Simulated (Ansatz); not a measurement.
Reaction (cleavage of the Sn–Si bond): `[OH][SnH2][SiH2]Cl` + HBr → `[OH][SnH2][Br]` + `[SiH3]Cl`

Calculated with Ansatz (gas phase, PBE0-D4/def2-TZVP geometries, no zero-point term in ΔE). CCSD(T)/CBS is the MP2 limit (def2-TZVPP, def2-QZVPP) plus CCSD(T) − MP2 in def2-TZVPP, frozen cores. This one scheme is used for every species. def2 core potentials past Kr. For Br, Sn outer-core shells are correlated without core-valence functions, which leaves a few kJ/mol of doubt a bond. Scalar relativity is left out up to krypton. Each species was taken in one conformer, which may not be the lowest.

`[OH][SnH2][SiH2]Cl`:

```xyz
9

O    -0.813    1.986   -0.802
Sn   -1.066    0.315    0.217
Si    1.154   -0.991    0.194
Cl    2.558    0.007    1.323
H    -0.654    1.838   -1.736
H    -2.335   -0.568   -0.528
H    -1.516    0.877    1.758
H     1.680   -1.109   -1.190
H     0.992   -2.354    0.764
```

HBr:

Z-matrix (Å, degrees):
```
Br
H 1 1.420
```

`[OH][SnH2][Br]`:

```xyz
6

O     1.548    0.088   -0.129
Sn   -0.368    0.281    0.193
Br   -1.537   -1.100   -1.502
H     1.837   -0.827   -0.185
H    -0.786   -0.362    1.713
H    -0.695    1.919   -0.089
```

`[SiH3]Cl`:

Cartesian coordinates in Å:
```
Si -0.050 0.070 -0.096
Cl 0.746 -1.048 1.432
H -1.164 -0.691 -0.705
H 1.012 0.321 -1.097
H -0.544 1.348 0.465
```

| species | SCS-MP2/def2-QZVPP energy (Eh) |
| --- | --- |
| `[OH][SnH2][SiH2]Cl` | -1040.79583 |
| HBr | -2573.60185 |
| `[OH][SnH2][Br]` | -2863.80524 |
| `[SiH3]Cl` | -750.63139 |

Task: Work out ΔE.

Result: ΔE = (-2863.80524) + (-750.63139) − (-1040.79583) − (-2573.60185) = -0.03895 Eh = -24.4 kcal/mol. CCSD(T)/CBS gives -22.9 kcal/mol.

Largest T1 diagnostic among the species: 0.013.

In def2-TZVPP, CCSD(T) changes the Hartree–Fock value by +7.1 kcal/mol (the triples alone add +0.6 kcal/mol) and MP2 by +5.8 kcal/mol. The D4 term adds +1.1 kcal/mol with B3LYP and +0.7 kcal/mol with PBE0; it sums over pairs of atoms, weighted by their polarisabilities, and B3LYP, whose exchange is more repulsive, gets the larger term. From PBE to PBE0 (25 % exact exchange), in def2-TZVPP and without D4, ΔE moves by −1.5 kcal/mol.

B3LYP here is the variant with VWN-RPA as its local correlation; programs differ in this.
